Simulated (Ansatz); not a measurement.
```xyz
2

Co    0.0000    0.0000    0.7800
C     0.0000    0.0000   -0.7800
```

Basis set: cc-pVTZ (spherical functions). Correlated methods keep 6 orbitals frozen. Correlation on ROHF uses semicanonical orbitals with singles. Charge 0, multiplicity 2.

Computed with Ansatz (development build ahead of 0.2.0); the reference of a correlated method needn't be the lowest determinant of its kind.

The atomization energy at this shape (free ground-state atoms in the same class of orbitals less the molecule, no zero-point energy) of doublet CoC:

```
      method  atomization energy
ROHF-CCSD(T)      73.73 kcal/mol
   ROHF-CCSD      51.23 kcal/mol
```

Task: What does UHF-CCSD(T) give?

Result: 66.18 kcal/mol. Caution: other spin multiplicities were not run; the reference determinant was not shown to be the lowest. Caution for ROHF-CCSD(T), ROHF-CCSD: an unrestricted determinant lies well below; other determinants can give a lower correlated total. Caution for UHF-CCSD(T): another reference gives a lower total; the unrestricted determinant is a mixture of spin states.
